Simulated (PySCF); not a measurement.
C9H10S, SMILES c1cc(SC)ccc1C=C (GFN2-xTB optimised geometry):

```
20

C     -1.007    -3.877    -0.016
C     -1.457    -2.628     0.004
C     -0.658    -1.411     0.000
C     -1.306    -0.175    -0.002
C     -0.604     1.014    -0.004
C      0.784     0.995     0.000
S      1.801     2.437     0.002
C      0.618     3.813     0.067
C      1.448    -0.231     0.000
C      0.740    -1.411     0.000
H      0.042    -4.120    -0.041
H     -1.683    -4.715    -0.012
H     -2.528    -2.459     0.025
H     -2.386    -0.144    -0.004
H     -1.149     1.945    -0.007
H      1.222     4.715     0.095
H      0.017     3.743     0.969
H     -0.003     3.814    -0.824
H      2.528    -0.239     0.001
H      1.280    -2.345     0.003
```

Method: PySCF with PBE0/def2-SVP.

Task: What are the frontier orbital energies and the dipole moment?

Result: HOMO-2 -7.49 eV, HOMO-1 -7.35 eV, HOMO -5.79 eV, LUMO -0.90 eV, LUMO+1 -0.16 eV; dipole moment 1.48 D.

Meta-Löwdin charges at PBE0/def2-SVP: C1 -0.24, C2 -0.09, C3 -0.01, C4 -0.10, C5 -0.14, C6 -0.06, S7 0.08, C8 -0.35, C9 -0.12, C10 -0.10, H11 0.10, H12 0.11, H13 0.10, H14 0.10, H15 0.11, H16 0.13, H17 0.12, H18 0.12, H19 0.11, H20 0.11.
